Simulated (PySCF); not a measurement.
## K: ionisation energy

K [Ar] 4s1 (2S) → K+ [Ar] (1S), as a difference of total energies. Calculation: PySCF 2.14, in aug-cc-pVDZ-X2C (6s5p3d, 36 functions); scalar relativity by spin-free X2C-1e. The calculations carry no spin-orbit coupling.

```tsv
method	ionisation energy (eV)
UHF	4.019
B3LYP	4.498
r2SCAN	4.244
```

For comparison: 4.341 eV (measured; NIST Atomic Spectra Database, ionization energies).
